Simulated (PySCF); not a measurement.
Dissociation curve of SiS, singlet.

Methods: RKS-B3LYP/6-31G* = restricted B3LYP/6-31G*, spherical d in PySCF; UKS-B3LYP/6-31G* = PySCF with unrestricted B3LYP/6-31G*, spherical d; RHF/LANL2DZ = restricted Hartree-Fock/LANL2DZ, with its core potentials past Ne (PySCF); UCCSD(T) = CCSD(T) on UHF/cc-pVDZ, 10 core orbitals frozen in PySCF 2.14.0.

Energies relative to the lowest point of each curve near equilibrium, in kcal/mol; the last columns give the difference from UCCSD(T):

```csv
R / Å,RKS-B3LYP/6-31G*,UKS-B3LYP/6-31G*,RHF/LANL2DZ,UCCSD(T),RKS-B3LYP/6-31G* − UCCSD(T),UKS-B3LYP/6-31G* − UCCSD(T),RHF/LANL2DZ − UCCSD(T)
1.46,188.4,188.4,207.7,204.9,-16.5,-16.5,2.8
1.55,106.9,106.9,122.3,118.5,-11.6,-11.6,3.7
1.65,50.6,50.6,61.6,58.0,-7.4,-7.4,3.6
1.74,21.3,21.3,28.7,25.8,-4.5,-4.5,2.8
1.83,6.0,6.0,10.0,8.3,-2.4,-2.4,1.7
1.86,3.2,3.2,6.3,4.9,-1.8,-1.8,1.3
1.93,0.0,0.0,1.1,0.6,-0.6,-0.6,0.5
1.98,0.1,0.1,0.0,0.0,0.1,0.1,0.0
2.07,3.9,3.9,2.1,2.8,1.1,1.1,-0.7
2.14,9.1,9.1,6.5,7.3,1.8,1.8,-0.9
2.24,18.8,18.8,15.4,17.9,1.0,1.0,-2.5
2.42,39.6,39.6,36.0,38.2,1.4,1.4,-2.2
2.61,62.3,61.8,59.3,61.0,1.3,0.8,-1.7
2.88,91.9,87.1,87.8,88.6,3.3,-1.6,-0.8
3.19,120.1,106.4,108.1,108.7,11.4,-2.3,-0.5
3.46,139.5,117.6,118.9,119.7,19.7,-2.1,-0.9
3.86,160.8,127.0,128.7,123.7,37.1,3.2,5.0
4.20,173.6,131.1,133.6,125.0,48.6,6.1,8.6
4.69,185.5,134.2,137.4,125.9,59.6,8.3,11.4
5.26,190.8,135.9,139.2,126.4,64.4,9.5,12.8
5.76,193.0,136.7,139.9,126.6,66.4,10.1,13.3
6.78,195.1,137.0,140.4,126.8,68.3,10.2,13.6
7.81,195.9,137.0,140.6,126.8,69.1,10.2,13.8
```

RKS-B3LYP/6-31G* is furthest from UCCSD(T) at 7.81 (69.1 kcal/mol, above); its mean absolute difference over the points is 21.7 kcal/mol.

UKS-B3LYP/6-31G* is furthest from UCCSD(T) at 1.46 (-16.5 kcal/mol, below); its mean absolute difference over the points is 5.0 kcal/mol.

RHF/LANL2DZ is furthest from UCCSD(T) at 7.81 (13.8 kcal/mol, above); its mean absolute difference over the points is 4.6 kcal/mol.

The restricted form behind RKS-B3LYP/6-31G*, RHF/LANL2DZ keeps the bonding electrons paired and can't separate into open-shell fragments. The unrestricted determinant behind UKS-B3LYP/6-31G* is spin-contaminated at 2.61 to 7.81 Å (<S²> up to 2.0, against 0.00 for a pure singlet). The unrestricted determinant behind UCCSD(T) is spin-contaminated at 2.24 to 7.81 Å (<S²> up to 2.0, against 0.00 for a pure singlet).
